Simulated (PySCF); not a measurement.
## Electron correlation in Ni (nickel, neutral)

[Ar] 3d10, closed-shell 1S (an excited configuration). Computed with PySCF 2.14 in def2-TZVPPD (6s6p4d2f1g, 67 functions), with the non-relativistic Hamiltonian (point nucleus). Frozen: [Ar]; 10 electrons correlated.

```
  level  correlation energy (mhartree)
   CCSD                        -435.28
    (T)                         -27.38
CCSD(T)                        -462.66
```

Diagnostics: T1 = 0.028, D1 = 0.0402, largest double amplitude 0.025.

Cost of the coupled-cluster step: about 4 core-seconds, for 10 correlated electrons.

Iterations:

```
CC2 = 0
CCSD nocc = 5, nmo = 58
frozen orbitals [0, 1, 2, 3, 4, 5, 6, 7, 8]
max_cycle = 100
direct = 0
conv_tol = 1e-08
conv_tol_normt = 1e-06
diis_space = 8
diis_start_cycle = 0
Init t2, MP2 energy = -1507.18231756425  E_corr(MP2) -0.54490463775738
Init E_corr(CCSD) = -0.544904637758203
cycle = 1  E_corr(CCSD) = -0.373464497928654  dE = 0.17144014  norm(t1,t2) = 0.189176
cycle = 2  E_corr(CCSD) = -0.479088417587229  dE = -0.10562392  norm(t1,t2) = 0.202167
cycle = 3  E_corr(CCSD) = -0.441029379841091  dE = 0.0380590377  norm(t1,t2) = 0.2144
cycle = 4  E_corr(CCSD) = -0.436108568359013  dE = 0.00492081148  norm(t1,t2) = 0.021894
cycle = 5  E_corr(CCSD) = -0.43479702196982  dE = 0.00131154639  norm(t1,t2) = 0.00505171
cycle = 6  E_corr(CCSD) = -0.434959701564946  dE = -0.000162679595  norm(t1,t2) = 0.00141779
cycle = 7  E_corr(CCSD) = -0.435214165186844  dE = -0.000254463622  norm(t1,t2) = 0.000859418
cycle = 8  E_corr(CCSD) = -0.435278981149909  dE = -6.48159631e-05  norm(t1,t2) = 0.000252085
cycle = 9  E_corr(CCSD) = -0.435282441224664  dE = -3.46007476e-06  norm(t1,t2) = 3.4436e-05
cycle = 10  E_corr(CCSD) = -0.435275859445225  dE = 6.58177944e-06  norm(t1,t2) = 2.67767e-05
cycle = 11  E_corr(CCSD) = -0.435275734040458  dE = 1.25404767e-07  norm(t1,t2) = 1.5274e-06
cycle = 12  E_corr(CCSD) = -0.435275791053295  dE = -5.70128373e-08  norm(t1,t2) = 4.28483e-07
cycle = 13  E_corr(CCSD) = -0.435275806431828  dE = -1.53785332e-08  norm(t1,t2) = 1.56849e-07
cycle = 14  E_corr(CCSD) = -0.435275796510723  dE = 9.92110555e-09  norm(t1,t2) = 6.34405e-08
CCSD converged
E(CCSD) = -1507.072688722999  E_corr = -0.4352757965107228
CCSD(T) correction = -0.0273751402274463
```
